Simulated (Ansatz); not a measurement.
Program: Ansatz. Geometries: PBE0-D4/def2-TZVP. ΔE: electronic, gas phase. CBS: MP2 limit from def2 TZ/QZ plus the TZ coupled-cluster correction, frozen cores. This one scheme is used for every species. Functionals use def2-TZVPP. Elements past krypton have def2 core potentials. For Y outer-core shells are correlated without core-valence functions, which leaves a few kJ/mol of doubt a bond. Each species was taken in one conformer, which may not be the lowest.

Consider the ligand exchange at a Y–N bond: `[NH2][Y]([F])[F]` + H–F → `[F][Y]([F])[F]` + NH₃.

| level | ΔE (kcal/mol) |
| --- | --- |
| BHLYP-D4 | -31.3 |
| r2SCAN0 | -31.1 |
| LC-ωPBE | -33.0 |
| MP2/def2-QZVPP | -29.7 |

Task: What does CCSD(T)/CBS give? (An estimate is asked.)

Result: Computed: -30.1 kcal/mol. The listed levels differ from it by -1.2, -1.0, -2.9, 0.4 kcal/mol.

Largest T1 diagnostic among the species: 0.015.

The D4 term adds +0.7 kcal/mol with B3LYP and +0.4 kcal/mol with PBE0; it sums over pairs of atoms, weighted by their polarisabilities, and B3LYP, whose exchange is more repulsive, gets the larger term. Leaving LDA and LC-ωPBE aside and taking each functional with its dispersion term where it has one, the values, not all of them listed here, spread over 3.1 kcal/mol, from B97M-V to PBE-QIDH. LDA lies +1.7 kcal/mol from PBE without D4.

B3LYP here is the variant with VWN-RPA as its local correlation; programs differ in this.
